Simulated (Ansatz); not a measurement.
Ga₁₀As₁₀H₂₈⁺, a nanocrystal cut from zinc blende GaAs (hydrogen-capped). Charge 1, multiplicity 2. Geometry r2SCAN-D4/def2-SVP, that of the neutral singlet; atoms count from 1.

```xyz
48

Ga    0.230    2.201   -4.191
Ga   -0.230    4.387    2.134
Ga   -2.300    0.136    3.302
Ga   -0.959   -1.746   -3.636
Ga   -2.329   -2.923    0.355
Ga   -0.835    0.711   -0.399
Ga    2.966    1.812   -0.620
Ga    1.683    0.243    2.679
Ga    1.781   -2.285   -0.257
Ga    0.179   -3.453    3.424
As   -1.069    3.121    0.123
As   -1.101    0.560   -2.846
As    2.441    1.865   -3.075
As   -2.492   -0.535    0.880
As    1.239    2.660    3.184
As   -0.137   -0.998    3.724
As   -2.504   -2.990   -2.149
As    1.200   -2.519   -2.698
As   -0.018   -3.490    0.909
As    1.420    0.073    0.229
H     0.310    1.680   -5.663
H    -0.256    3.631   -3.781
H     0.690    5.509    1.559
H    -1.474    4.591    3.052
H    -3.481   -0.512    4.092
H    -2.041    1.687    3.242
H    -1.157   -2.042   -5.154
H    -3.435   -3.852    0.947
H     2.384    3.166   -0.065
H     4.460    1.385   -0.462
H     3.146   -0.092    3.123
H     3.211   -2.870   -0.043
H    -1.077   -4.219    3.960
H     1.659   -3.816    3.779
H    -2.540    3.416   -0.071
H    -0.570    3.807   -1.129
H    -2.557    0.896   -3.095
H     3.359    2.881   -3.717
H     3.076    0.645   -3.705
H    -3.826   -0.087    0.321
H     0.909    2.685    4.659
H     2.605    3.297    3.290
H     0.126   -0.769    5.198
H    -3.901   -2.599   -2.572
H    -2.557   -4.426   -2.619
H     1.367   -3.957   -3.134
H     2.288   -1.930   -3.565
H     0.118   -4.937    0.481
```

Single mean-field runs in def2-TZVP are fitted with def2-universal-jkfit.

Estimate the Mulliken populations of the heavy atoms from the PBE0/def2-TZVP orbitals of Ansatz.


```tsv
atom	charge (e)	spin (α − β)
Ga1	0.20	0.00
Ga2	0.19	0.00
Ga3	0.22	0.00
Ga4	0.32	0.00
Ga5	0.32	0.00
Ga6	0.40	-0.01
Ga7	0.22	0.06
Ga8	0.30	0.05
Ga9	0.34	0.00
Ga10	0.22	0.01
As11	-0.23	0.00
As12	-0.36	0.04
As13	-0.29	0.03
As14	-0.32	0.09
As15	-0.26	0.02
As16	-0.33	0.18
As17	-0.27	0.01
As18	-0.29	0.01
As19	-0.39	0.06
As20	-0.40	0.24
```
Mulliken values depend strongly on the basis.

Where does the spin sit?

Summed by element: Ga 0.11, As 0.68, H 0.21, of 1 unpaired in all. Largest on single atoms: As20 0.24, As16 0.18, As14 0.09.

And the Mayer bond orders between heavy atoms (over 0.3)?

Ga1–As12 0.63 (2.51 Å); Ga1–As13 0.66 (2.50 Å); Ga2–As11 0.62 (2.52 Å); Ga2–As15 0.65 (2.50 Å); Ga3–As14 0.62 (2.52 Å); Ga3–As16 0.71 (2.48 Å); Ga4–As12 0.78 (2.44 Å); Ga4–As17 0.71 (2.48 Å); Ga4–As18 0.70 (2.48 Å); Ga5–As14 0.76 (2.45 Å); Ga5–As17 0.66 (2.51 Å); Ga5–As19 0.78 (2.44 Å); Ga6–As11 0.76 (2.48 Å); Ga6–As12 0.74 (2.47 Å); Ga6–As14 0.75 (2.44 Å); Ga6–As20 0.79 (2.43 Å); Ga7–As13 0.66 (2.51 Å); Ga7–As20 0.56 (2.48 Å); Ga8–As15 0.70 (2.51 Å); Ga8–As16 0.72 (2.44 Å); Ga8–As20 0.70 (2.47 Å); Ga9–As18 0.64 (2.52 Å); Ga9–As19 0.74 (2.46 Å); Ga9–As20 0.77 (2.43 Å); Ga10–As16 0.65 (2.49 Å); Ga10–As19 0.62 (2.52 Å).
